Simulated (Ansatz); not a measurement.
Ansatz (a first-principles code) input (PBE/6-31G* with LANL2DZ past Ar): The .json file joins the Basis Set Exchange's 6-31G* for atoms up to Ar and LANL2DZ past it.

Ansatz 0.2 input:
```yaml
crystal:
  periodic: [false, false, false]
  atoms:
    - {symbol: Mn, position_ang: [-0.00000000, -0.00000000, -0.39540800]}
    - {symbol: O, position_ang: [0.00000000, 0.00000000, 1.23564900]}
basis:
  gaussian:
    orbitals: 6-31Gs+LANL2DZ.json
hamiltonian:
  xc: {name: PBE}
magnetization: {spin_polarized: true, initial_magnetization: 5}
relax: {f_tol: 0.003, max_steps: 120}
```

From the output:

```
reference -4871.40820022 eV, -179.0209493990 hartree; 14, 9 occupied and 23, 28 virtual orbitals, 478 factors
relax step   1: F+E_penalty+E_count = -4871.40814581 eV  Δ(F+E_penalty+E_count) = +0.000e0 eV  max|allowed force component| = 7.689e-2 eV/Å  Δτ_max = 0.0000 Å  (74 SCF iters, accepted)
these checks for a lower state are left out or cut short: starts, cluster_reference, orbital_swaps, neighbouring_geometries, increment
integrals: 0.01 GiB planned
478 factors; integrals over basis functions are off by at most 3.1e-4 eV
mean field: 0.09 GiB planned
mean field evaluation 32: about -4871.4082 eV, gradient 3.7e-2 eV
mean field -4871.40820289 eV, -179.0209494970 hartree, gradient 2.9e-5 eV, S^2 8.790403; 0 other end points of the search recorded, 0 dependent functions left out
the calculation of the forces begins
reference -4871.40825728 eV, -179.0209514961 hartree; 14, 9 occupied and 23, 28 virtual orbitals, 478 factors
relax step   2: F+E_penalty+E_count = -4871.40820289 eV  Δ(F+E_penalty+E_count) = -5.708e-5 eV  max|allowed force component| = 3.871e-2 eV/Å  Δτ_max = 0.0005 Å  (22 SCF iters, accepted)
these checks for a lower state are left out or cut short: starts, cluster_reference, orbital_swaps, neighbouring_geometries, increment
integrals: 0.01 GiB planned
478 factors; integrals over basis functions are off by at most 3.1e-4 eV
mean field: 0.09 GiB planned
mean field -4871.40822219 eV, -179.0209502063 hartree, gradient 2.9e-5 eV, S^2 8.790244; 0 other end points of the search recorded, 0 dependent functions left out
the calculation of the forces begins
reference -4871.40827657 eV, -179.0209522047 hartree; 14, 9 occupied and 23, 28 virtual orbitals, 478 factors
relax step   3: F+E_penalty+E_count = -4871.40822219 eV  Δ(F+E_penalty+E_count) = -1.930e-5 eV  max|allowed force component| = 1.353e-4 eV/Å  Δτ_max = 0.0005 Å  (21 SCF iters, accepted)
integrals: 0.01 GiB planned
478 factors; integrals over basis functions are off by at most 3.1e-4 eV
mean field: 0.09 GiB planned
mean field evaluation 64: about -4869.5428 eV, gradient 7.2e-2 eV
mean field -4871.40822219 eV, -179.0209502063 hartree, gradient 2.9e-5 eV, S^2 8.790244; 4 other end points of the search recorded, 0 dependent functions left out
the calculation of the forces begins
reference -4871.40827657 eV, -179.0209522047 hartree; 14, 9 occupied and 23, 28 virtual orbitals, 478 factors
Total energy: -4871.40827657 eV, -179.0209522047 hartree
Atom 0 at     0.000000     0.000000    -0.394415 Å, force    -0.000000    -0.000000    -0.000135 eV/Å
Atom 1 at    -0.000000    -0.000000     1.234656 Å, force     0.000000     0.000000     0.000135 eV/Å
Dipole moment:    -0.000000    -0.000000    -0.817351 e Å
```

The geometry given is a B3LYP-D3(BJ)/def2-TZVP minimum.
